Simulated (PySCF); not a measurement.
H₂FInO (SMILES [OH][InH][F]), singlet, geometry from GFN2-xTB (such geometries of metal compounds can be far from the true shape) (core potentials on In). Base run: PySCF with PBE/def2-SVP, polarisability.

PySCF was given this input:
```python
from pyscf import gto, scf, dft
from pyscf.prop import polarizability

mol = gto.Mole()
mol.atom = '''
    In   -0.15976746   -0.23650049    0.08472623
    H    -0.85532606   -1.62461793    0.69077935
    F     1.66662397    0.24966320    0.58327380
    O    -0.78093028    1.14776824   -1.11010223
    H    -0.06824202    1.78402719   -1.21101110
'''
mol.basis = 'def2-svp'
mol.ecp = {'In': 'def2-svp'}
mol.verbose = 4
mol.build()

mf = dft.RKS(mol)
mf.xc = 'pbe'
mf.kernel()
alpha = mf.Polarizability().polarizability()[2, 2]
print('alpha_zz =', alpha)
```

Variants of this job, named by their change:

```csv
change,alpha_zz (bohr³),basis functions,core-seconds (rough)
base,29.53,64,10
finite field (a.u.) = 0.005; conv_tol = 1e-11,29.54,64,10
finite field (a.u.) = 2e-4; conv_tol = 1e-6,28.05,64,10
functional = hf,22.74,64,2
functional = pbe0,27.15,64,9
finite field (a.u.) = 0.02; conv_tol = 1e-11,29.67,64,10
finite field (a.u.) = 0.001; conv_tol = 1e-11,29.53,64,10
"functional = lda,vwn",29.51,64,6
basis = def2-TZVP,34.27,124,30
basis = STO-3G,18.71,39,7
finite field (a.u.) = 0.05; conv_tol = 1e-11,30.45,64,10
functional = camb3lyp,26.62,64,20
```

Finite-field rows take the second difference of the energy in a field along z; a small field with loose convergence shows SCF noise divided by the square of the field, and a large one adds hyperpolarisability.
